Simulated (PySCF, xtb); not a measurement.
CF₃, SMILES F[C+](F)F, charge +1.

Harmonic wavenumbers (cm⁻¹) from GFN2-xTB (xtb 6.7.1) at its own minimum, in rising order: 495, 495, 623, 998, 1564, 1565.

What does B3LYP-D3(BJ)/def2-TZVP in PySCF 2.14.0 give at its own minimum? (An estimate is asked for; the answer gives what the named calculation found.)

587, 587, 798, 1048, 1660, 1660. Paired by order, the mean absolute difference is 100 cm⁻¹ and the zero-point energies are 8.2 and 9.1 kcal/mol.
